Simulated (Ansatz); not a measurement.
Two isomers of CH4BrClSi: A = `Cl[SiH2]CBr`, B = `C[SiH](Cl)Br`.

Calculated with Ansatz (gas phase, PBE0-D4/def2-TZVP geometries, no zero-point term in ΔE). CCSD(T)/CBS is the MP2 limit (def2-TZVPP, def2-QZVPP) plus CCSD(T) − MP2 in def2-TZVPP, frozen cores. Functionals use def2-TZVPP. B3LYP here is the variant with VWN-RPA as its local correlation; programs differ in this. For Br outer-core shells are correlated without core-valence functions, which leaves a few kJ/mol of doubt a bond. Scalar relativity is left out up to krypton. Each species was taken in one conformer, which may not be the lowest.

A:

Z-matrix (Å, degrees):
```
Si
C 1 1.871
Cl 1 2.048 2 109.7
H 1 1.484 2 108.9 3 -118.0
H 1 1.479 2 110.3 3 120.0
Br 2 1.941 1 110.5 3 -65.6
H 2 1.091 1 111.0 3 175.9
H 2 1.089 1 112.1 3 53.8
```

B:

```xyz
8

C    -0.9160    0.3459    0.3532
Si    0.6614   -0.2410   -0.4111
Cl    2.1517    1.1213   -0.0609
Br    1.2421   -2.1903    0.4698
H    -1.7141   -0.3762    0.1669
H    -0.7957    0.4640    1.4317
H    -1.2025    1.3091   -0.0758
H     0.5730   -0.4328   -1.8736
```

Problem. Which is lower in electronic energy at CCSD(T)/CBS, and by how much? (Best estimate.)

Solution. The calculation gave: B, by 40.4 kcal/mol.

Problem. Give E(B) − E(A) in kcal/mol with CCSD/def2-TZVPP, BLYP-D4, ωB97M-V, B3LYP-D4, B2PLYP, B3LYP, HF/def2-TZVPP. (Estimate.)

Solution. Computed: CCSD/def2-TZVPP -39.4, BLYP-D4 -38.4, ωB97M-V -40.8, B3LYP-D4 -39.6, B2PLYP -40.0, B3LYP -39.6, HF/def2-TZVPP -40.7. None reverses the order clearly.

Problem. Does the order hold for the free energy at 298.15 K (harmonic terms from PBE0-D4)? (Best estimate.)

Solution. The calculation gave: Yes: G(B) − G(A) = -39.0 kcal/mol, for one conformer each.

Largest T1 diagnostic: 0.008.

From PBE to PBE0 (25 % exact exchange), in def2-TZVPP and without D4, E(B) − E(A) moves by −1.1 kcal/mol. At CCSD(T), def2-SVP lies +1.0 kcal/mol from the extrapolated value and def2-TZVPP +1.3 kcal/mol.
